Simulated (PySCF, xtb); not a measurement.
GaCl₂I, SMILES [Cl][Ga]([Cl])[I].

Harmonic wavenumbers (cm⁻¹) from GFN2-xTB (xtb) at its own minimum, in rising order: 93, 105, 113, 251, 372, 412.

Q: What does PBE0-D3(BJ)/def2-SVP in PySCF 2.14.0 give at its own minimum? (The exact figures need the calculation; the answer reports its results.)

A: 91, 117, 122, 248, 423, 465. Paired by order, the mean absolute difference is 22 cm⁻¹ and the zero-point energies are 1.9 and 2.1 kcal/mol.
